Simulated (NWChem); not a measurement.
System: C$_{2}$H$_{3}$F$_{3}$Si; SMILES C(F)(=C(F)[SiH3])F

Computed with NWChem. The geometry was optimised at B3LYP/6-31G* (spherical d).

**Question.** Predict the results for PW6B95/def2-TZVP. Quantities: highest occupied level (eV); orbital gap (eV); dipole (D).

**Answer.** 
| Quantity | Result |
|---|---|
| highest occupied level (eV) | -7.77 |
| orbital gap (eV) | 7.33 |
| dipole (D) | 1.30 |
